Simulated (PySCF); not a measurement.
**Bonding in `C#CC(C)(F)C#C`**

C6H5F.
Numbering: `[CH:1]#[C:2][C:3]([CH3:4])([F:5])[C:6]#[CH:7]` (hydrogens: H8 on C1; H9, H10, H11 on C4; H12 on C7)

Structure used (GFN2-xTB), in Å, numbered top down from 1:
```
atom  x, y, z in Å
C1     2.248    0.011   -1.094
C2     1.214   -0.191   -0.526
C3    -0.037   -0.461    0.175
C4    -1.237   -0.332   -0.766
F5    -0.007   -1.774    0.661
C6    -0.157    0.453    1.308
C7    -0.255    1.179    2.254
H8     3.148    0.200   -1.598
H9    -1.129   -1.034   -1.591
H10   -2.151   -0.557   -0.220
H11   -1.290    0.680   -1.158
H12   -0.345    1.826    3.074
```

Bond orders from the PBE0/pcSseg-1 density (PySCF). Geometry: GFN2-xTB; no solvent, vibrations or thermal averaging.

(1) Where do the orders between heavy atoms depart from those drawn in the SMILES?

(2) Set the Mayer orders of the bonds between heavy atoms beside their lengths.

Answers

(1) The largest departure is 0.465, at C1–C2 (drawn triple, 2.535) and C6–C7 (drawn triple, 2.537). Drawn double or triple, more than 0.30 short of the drawn order: C1–C2 (2.535) and C6–C7 (2.537).

(2) 
| bond | drawn as | length (Å) | Mayer order |
| --- | --- | --- | --- |
| C1–C2 | triple | 1.196 | 2.535 |
| C2–C3 | single | 1.460 | 0.914 |
| C3–C4 | single | 1.531 | 1.047 |
| C3–F5 | single | 1.401 | 0.905 |
| C3–C6 | single | 1.460 | 0.912 |
| C6–C7 | triple | 1.196 | 2.537 |

By pair of heavy elements: C–C: lowest C3–C6 and C2–C3 (0.912, 1.460 Å), highest C6–C7 and C1–C2 (2.537, 1.196 Å); in 2 of the 10 pairs the longer bond (by over 0.003 Å) has the higher order (by 0.02 or more). Bonds named together lie within 0.004.

Problem. And the bonds to hydrogen?

Solution. C–H: 0.95 to 1.14 (5 bonds).

Problem. Sum the orders of all bonds at each heavy atom with more than one neighbour and set the sums beside the valence in the SMILES.

Solution. C1 3.677 (drawn 4), C2 3.449 (drawn 4), C3 3.778 (drawn 4), C4 3.912 (drawn 4), C6 3.449 (drawn 4), C7 3.679 (drawn 4). Orders between atoms that aren't bonded are not in these sums.

For a closed shell the Mayer order of atoms A and B is Σ (PS)μν (PS)νμ over the basis functions μ on A and ν on B, with P the density and S the overlap matrix.
